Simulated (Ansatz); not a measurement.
# SiH2Br− (SMILES [SiH2-]Br): the energy, rung by rung

SiH2Br−: 4 atoms, total charge -1, spin state singlet. As SMILES, `[SiH2-]Br`. The shape is that of a GFN2-xTB optimisation.

```xyz
4

Si   -0.1920   -0.3430   -0.6194
Br    1.6877   -0.2714    0.9111
H    -1.2099   -0.5300    0.4614
H    -0.2858    1.1444   -0.7531
```

Each level gives the energy change with the Si1–H3 bond stretched from 1.496 to 2.993 Å (eV). The values are calculated.

```json
{"level": "BLYP/STO-3G (restricted)", "kind": "GGA", "program": "Ansatz", "value (eV)": "3.87", "less FCI/STO-3G": "-0.40", "CPU time (all runs)": "2.8 s"}
{"level": "PBE/STO-3G (restricted)", "kind": "GGA", "program": "Ansatz", "value (eV)": "4.05", "less FCI/STO-3G": "-0.22", "CPU time (all runs)": "2.7 s"}
{"level": "r2SCAN/STO-3G (restricted)", "kind": "meta-GGA", "program": "Ansatz", "value (eV)": "4.35", "less FCI/STO-3G": "+0.08", "CPU time (all runs)": "6.7 s"}
{"level": "HSE06/STO-3G (restricted)", "kind": "range-separated hybrid", "program": "Ansatz", "value (eV)": "4.70", "less FCI/STO-3G": "+0.43", "CPU time (all runs)": "3.4 s"}
{"level": "wB97X/STO-3G (restricted)", "kind": "range-separated hybrid", "program": "Ansatz", "value (eV)": "5.26", "less FCI/STO-3G": "+0.99", "CPU time (all runs)": "12 s"}
{"level": "CCSDT(Q)/STO-3G (restricted)", "kind": "coupled cluster or CI", "program": "Ansatz", "value (eV)": "4.28", "less FCI/STO-3G": "+0.01", "CPU time (all runs)": "1.3 s"}
{"level": "CCSDTQ/STO-3G (restricted)", "kind": "coupled cluster or CI", "program": "Ansatz", "value (eV)": "4.27", "less FCI/STO-3G": "0.00", "CPU time (all runs)": "35 s"}
{"level": "FCI/STO-3G", "kind": "exact in the basis", "program": "Ansatz", "value (eV)": "4.27", "less FCI/STO-3G": "0.00", "CPU time (all runs)": "1.9 s"}
```

FCI/STO-3G is exact within its basis and frozen core, so for wave-function methods in that basis the difference is their error; functionals converge differently with the basis, so for them it is only a difference. All-electron rows without a relativistic Hamiltonian named are non-relativistic. Sets without diffuse functions describe the anion poorly. The first shape isn't each level's own minimum. The values span 3.87 to 5.26 eV. All rows use very small basis sets, so none should be taken for the real molecule's value. In the correlated wave-function rows the outer d shell of Br is correlated, in sets not made for it. In so small a basis fixed costs decide the times, and correlated methods can beat functionals. CPU times are rough (shared hosts, several kinds of processor and program).
